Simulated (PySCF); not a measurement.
CH4FNOSW, SMILES C[O][W](=[NH])([F])=[S], multiplicity 1.

The structure is a stationary point at PBE0-D3(BJ)/def2-SVP. The spin state was assumed, not searched. The def2 effective core potentials stand for the cores of W; spin–orbit coupling is left out. One conformer was computed; it need not be the lowest.

Method: PySCF with TDDFT-PBE0/def2-SVPD.

Vertical excitations. Gas-phase values at a fixed geometry.

Computed excitation energies, oscillator strengths and character:
| state | energy (eV) | λ (nm) | f | main pairs |
|---|---|---|---|---|
| S1 | 3.85 | 322 | 0.002 | HOMO→LUMO+1 61 %, HOMO→LUMO 30 % |
| S2 | 4.02 | 308 | 0.011 | HOMO→LUMO 54 %, HOMO→LUMO+1 30 %, HOMO−1→LUMO+1 14 % |
| S3 | 4.22 | 294 | 0.007 | HOMO−1→LUMO 88 % |
| S4 | 4.80 | 258 | 0.017 | HOMO−1→LUMO+1 51 %, HOMO→LUMO+2 29 %, HOMO−2→LUMO 11 % |
| S5 | 5.13 | 242 | 0.001 | HOMO→LUMO+3 62 %, HOMO−2→LUMO 13 % |
| S6 | 5.18 | 239 | 0.003 | HOMO−2→LUMO 39 %, HOMO→LUMO+3 26 %, HOMO→LUMO+2 20 %, HOMO−3→LUMO 9 % |
| S7 | 5.35 | 232 | 0.013 | HOMO−3→LUMO 58 %, HOMO→LUMO+2 17 %, HOMO−2→LUMO+1 13 % |
| S8 | 5.43 | 229 | 0.004 | HOMO−2→LUMO+1 61 %, HOMO−1→LUMO+2 13 % |
| S9 | 5.51 | 225 | 0.011 | HOMO−1→LUMO+2 39 %, HOMO−1→LUMO+3 24 %, HOMO−2→LUMO 12 % |
| S10 | 5.59 | 222 | 0.019 | HOMO−1→LUMO+2 40 %, HOMO−1→LUMO+3 22 %, HOMO→LUMO+4 14 % |
| T1 | 3.28 | 378 | 0 | HOMO→LUMO 88 % |
| T2 | 3.56 | 349 | 0 | HOMO→LUMO+1 86 % |
| T3 | 3.70 | 335 | 0 | HOMO−1→LUMO+1 72 %, HOMO−1→LUMO 15 % |
| T4 | 3.94 | 315 | 0 | HOMO−1→LUMO 70 %, HOMO−1→LUMO+1 15 %, HOMO→LUMO+1 12 % |
Triplets are in the Tamm–Dancoff approximation, which puts them higher than full response would, so one can lie above its singlet here.
